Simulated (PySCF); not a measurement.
Spin-orbit coupling and the third ionisation energy along the 3d series

Two-component X2C-1e calculated with PySCF 2.14: MP2 on generalised Hartree-Fock spinors (GMP2), with spin-orbit coupling off and on (screened by Boettger's factors); no Breit or QED terms. Values in eV; the references (NIST) lie between the lowest levels. Elements whose determinants are no pure J levels are left out.

```csv
element,configurations,spin-free,with spin-orbit,shift,reference
"Sc (x2c-QZVPPall-2c, [Ne] frozen)",[Ar] 3d1 → [Ar],24.371,24.388,0.017,24.757
"Fe (x2c-QZVPPall-2c, [Ne] frozen)",[Ar] 3d6 → [Ar] 3d5,30.495,30.547,0.052,30.651 ± 0.012
"Co (x2c-QZVPPall-2c, [Ne] frozen)",[Ar] 3d7 → [Ar] 3d6,33.552,33.578,0.027,33.5 ± 0.06 (s)
"Ni (x2c-QZVPPall-2c, [Ne] frozen)",[Ar] 3d8 → [Ar] 3d7,35.460,35.442,-0.018,35.187 ± 0.019
"Cu (x2c-QZVPPall-2c, [Ne] frozen)",[Ar] 3d9 → [Ar] 3d8,37.337,37.266,-0.071,36.841 ± 0.012
"Zn (x2c-QZVPPall-2c, [Ne] frozen)",[Ar] 3d10 → [Ar] 3d9,40.499,40.352,-0.146,39.723
```

The largest shift is at Zn, -0.146 eV, where spin-orbit coupling lowers the species with fewer electrons by more than the one with more (starting occupations closed and 3d3/2^4 3d5/2^5).

What remains against the references is mostly the basis and correlation beyond MP2. References marked (s) are semi-empirical, (t) theoretical.
